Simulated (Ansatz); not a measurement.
Born–Oppenheimer molecular dynamics of Cl4HSn (6 atoms, charge 0, multiplicity 2). It starts at the highest image of a converged band. Of that band: Neighbouring images differ by up to 1.3 eV, so the band resolves the path poorly. A vibrational analysis at the climbing image gives one clearly imaginary mode, 595i cm⁻¹: a first-order saddle point.

Method: Ansatz 0.2.0, UKS B3LYP-D4/def2-SVP.

- ensemble: NVE (velocity Verlet)
- time step: 0.5 fs
- steps asked: 200
- starting velocities drawn for: 300 K
- seed: 10607

First frame:

```xyz
6
Properties=species:S:1:pos:R:3
Sn -0.005 0.000 0.031
Cl 0.006 0.000 2.427
Cl 2.198 0.000 -0.770
Cl -1.111 1.910 -0.756
Cl -1.111 -1.910 -0.756
H 0.025 0.000 4.407
```

Q: How far do the bonds stretch over the last three quarters of this one trajectory? (Pairs bonded in most of those frames.)

A: 
```tsv
bond	mean (Å)	spread (Å)	shortest	longest
Sn1–Cl2	2.337	0.034	2.29	2.38
Sn1–Cl3	2.329	0.025	2.30	2.37
Sn1–Cl4	2.332	0.004	2.32	2.34
Sn1–Cl5	2.329	0.044	2.27	2.40
```

Mean temperature of the second half: 265 K. The conserved energy stayed within 0.0057 meV per atom of its start (net change -0.0045 meV per atom), so the integration is sound. A run of 0.1 ps of so small a system gives no equilibrium averages.

Time of the run: 8.6 min on 4 threads of Arm Neoverse V2 (shared host), peak memory 0.4 GiB.
